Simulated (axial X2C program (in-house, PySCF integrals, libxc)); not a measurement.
**Density and ELF of SnC**

All values were computed with an in-house all-electron X2C program for linear molecules (integrals from PySCF). Two-component (2c) means X2C with spin–orbit coupling and atomic mean-field two-electron Coulomb and Gaunt terms. Basis: Sn dyall-cv3z [11s12p9d4f1g], C dyall-v3z [7s6p2d1f] (cores contracted in-house); Gaussian nuclei, density fitting, unrestricted open shells. Masses: Sn 119.902 u, C 12.000 u.

PBE0, 2c, state Ω = 2 (⟨Sz⟩ = 1.00, ⟨Lz⟩ = 1.00 at PBE0); Sn at z = 0, C at z = 2.020 Å.

The maps cover the half plane through the axis: z from -2.4 to 4.2 Å along the bond, ρ from 0.15 to 2.25 Å away from it (steps of 0.3 Å, the bottom row nearest the axis).

log10 of the density in e/bohr³:

digits 0 to 9 span -4.75 to 1.82 evenly
```
01122222222222222111000
11222333333333322221100
12223334443333333322110
12233444444444444332211
22334455554444444433221
23344556665555555543321
23344567776555665544321
23345578987556676554322
```

Electron localisation function (collinear form, no current term, damped to 0 at low density):

digits 0 to 9 span 0.00 to 1.00 evenly
```
00001233322111100000000
00124555543222221100000
01356766554333443321000
02577765443345666542100
14777643222357787764200
26787423432268888876310
36876337773268648887520
47875363736167193887520
```

Axial spin density in 10⁻³ e/bohr³:

digits 0 to 9 span -10.19 to 10.19 evenly, values beyond are clipped
```
55544444444455555555555
55554444444455555555555
55555444444555555555555
55555543334566777655555
55555543234689999865555
55566754335899999996555
55568865455999999997555
55679959094999999998655
```

Occupations by symmetry block were frozen at the best pattern of an incomplete PBE0 search. Density functionals use the spin component along the axis (collinear). PBE0 can misorder states that lie within some tenths of an eV, so this need not be the ground state of the molecule. The nearest other 2c determinant of the search, Ω = 1, lies 0.26 eV up at the distance of the search. The functionals have no current-density term, which raises determinants with orbital currents, atoms included. With several unpaired electrons one determinant need not be a pure state. Open-shell Ω = 0 determinants with evenly filled partner blocks cannot be reached by this program, so the Ω shown need not be the lowest component. The determinant is spin-polarised beyond a pure state at some levels (its spin-free form has ⟨S²⟩ too high), which makes Re and μ there less reliable.
